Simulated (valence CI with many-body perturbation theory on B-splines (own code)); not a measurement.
# Sb XX: E2, M1, M2 decay

Level of theory: configuration interaction combined with many-body perturbation theory (CI+MBPT): four valence electrons over a frozen Dirac-Fock core [Ar] 3d10, a basis of 11 s, 11 p, 9 d, 7 f, 5 g, 2 h, 1 i functions for each j, with the one-electron correlation potential Σ1 (screened to all orders), the two-electron term Σ2, the three-electron term Σ3, Breit, model QED; selected single and double excitations, second order for the rest (own B-spline code, finite nucleus).

No measured levels were compared; by estimate levels hold to about 250 cm⁻¹ or 0.2 % of their energy and the worst to 1 %, as in measured heavy ions of charge 2 to 7; those with d or f electrons hold less well.

Lines 1 to 13 of 13 in falling wavelength, among levels below 1295200 cm⁻¹, chosen from the decays that carry over 1 % of a level's rate. Wavelengths and rates use the calculated energies, so an error of 1000 cm⁻¹ moves a line at 574.7 nm by 5.7 % and its rate by three times that or more. Electric multipoles are in the length gauge, E1 and E2 with the static RPA response of the core. S is in atomic units (e²a₀⁴ for E2 and M2, e²a₀⁶ for E3), for M1 in squared Bohr magnetons. Weak lines are less certain than strong ones. Lines between different terms over intervals too small for the method are left out, as are lines whose strength nearly cancels.

Names give the largest LS component (configuration and term), which can be under half, so a name can repeat, a term be missing and a line seem to break the LS rules; names also repeat where a configuration has a term twice.

| λ vac (nm) | Upper | Lower | Type | A (s⁻¹) | S (a.u.) |
| --- | --- | --- | --- | --- | --- |
| 574.7 | 4s2 4p2 1D_2 | 4s2 4p2 3P_1 | M1 | 3.45e+01 | 1.22e+00 |
| 146.4 | 4s2 4p 4d 3F°_4 | 4s2 4p 4d 3F°_3 | M1 | 5.58e+03 | 5.84e+00 |
| 128.8 | 4s2 4p2 3P_1 | 4s2 4p2 3P_0 | M1 | 6.75e+03 | 1.61e+00 |
| 109.5 | 4s2 4p2 3P_2 | 4s2 4p2 1D_2 | M1 | 7.70e+03 | 1.87e+00 |
| 105.2 | 4s2 4p2 1D_2 | 4s2 4p2 3P_0 | E2 | 3.65e+01 | 2.10e-01 |
| 91.98 | 4s2 4p2 3P_2 | 4s2 4p2 3P_1 | M1 | 8.94e+03 | 1.29e+00 |
| 74.36 | 4s2 4p2 1S_0 | 4s2 4p2 1D_2 | E2 | 5.94e+02 | 1.21e-01 |
| 65.84 | 4s2 4p2 1S_0 | 4s2 4p2 3P_1 | M1 | 3.72e+04 | 3.94e-01 |
| 36.93 | 4s2 4p 4d 3F°_4 | 4s 4p3 3D°_3 | M1 | 3.53e+02 | 5.92e-03 |
| 33.63 | 4s2 4p 4d 3F°_4 | 4s 4p3 3D°_2 | E2 | 2.76e+02 | 9.55e-03 |
| 25.87 | 4s2 4p 4d 3F°_4 | 4s 4p3 5S°_2 | E2 | 6.85e+02 | 6.39e-03 |
| 16.26 | 4s2 4p 4d 3F°_4 | 4s2 4p2 3P_2 | M2 | 3.87e+02 | 3.53e-04 |
| 14.15 | 4s2 4p 4d 3F°_4 | 4s2 4p2 1D_2 | M2 | 1.10e+02 | 5.00e-05 |
